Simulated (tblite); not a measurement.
C₅H₁₂AlN.
Numbering: `[CH:1]#[N+:2][Al@@H-:3]([CH3:4])[CH:5]([CH3:6])[CH3:7]` (hydrogens: H8 on C1; H9 on Al3; H10, H11, H12 on C4; H13 on C5; H14, H15, H16 on C6; H17, H18, H19 on C7)

Structure used (GFN2-xTB), in Å, numbered top down from 1:
```xyz
19
C5H12AlN angstrom
C      0.8517    2.7090    0.9407
N      1.2563    1.7064    0.5593
Al     0.9672    0.0598   -0.5117
C      2.5172   -1.1520   -0.2231
C     -0.8461   -0.2529    0.3861
C     -1.2988   -1.5373   -0.3259
C     -1.8667    0.8571    0.1256
H      0.4864    3.6309    1.3088
H      0.8021    0.8192   -1.8648
H      3.3295   -0.9302   -0.9250
H      2.2871   -2.2152   -0.3569
H      2.9493   -1.0608    0.7808
H     -0.8473   -0.4616    1.4668
H     -0.6107   -2.3569   -0.1127
H     -1.3126   -1.3850   -1.4079
H     -2.3010   -1.8417   -0.0150
H     -1.6201    1.7566    0.6924
H     -1.8783    1.1159   -0.9339
H     -2.8749    0.5478    0.4090
```

Method: GFN2-xTB as coded in tblite; computed harmonic values from a numerical Hessian at the method's own geometry, unscaled. Against measured fundamentals such values can be off by several per cent, at times by over 20. Modes of hydrogen on aluminium can be 10 to 20 % off. One conformer, not necessarily the lowest. The optimisation stopped once no atom felt more than 0.01 eV/Å.

Lowest wavenumbers of the output (negative numbers stand for imaginary wavenumbers):
```
mode    cm-1
  1     -23.9
  2      26.6
  3      73.1
  4      80.3
  5      93.6
  6     111.7
  7     143.0
  8     177.5
```

**Question.** Is this structure a minimum?

**Answer.** Not by this Hessian. 1 mode is imaginary beyond 20i (24i cm⁻¹), so at this level the point lies at or near a first-order saddle. The curvature is small, so loose convergence or finite differences may be the whole cause.

**Question.** Which atoms move in the imaginary mode?

**Answer.** 24i: H11 (methyl hydrogen) 26 %, H12 (methyl hydrogen) 26 %, H10 (methyl hydrogen) 25 %. These are shares of the mass-weighted motion.

**Question.** What is the remedy?

**Answer.** Step along that mode in both directions, optimise again with tighter thresholds and repeat the frequencies. The zero-point energy of this point (92.8 kcal/mol) counts the 50 real modes alone, and thermal corrections from it aren't those of a minimum.

Hardware: Arm Neoverse V2, one thread, no GPU, shared host with 192 logical CPUs at a one-minute load of 85. Cost: 0.59 s. The figure is for the frequency step alone.
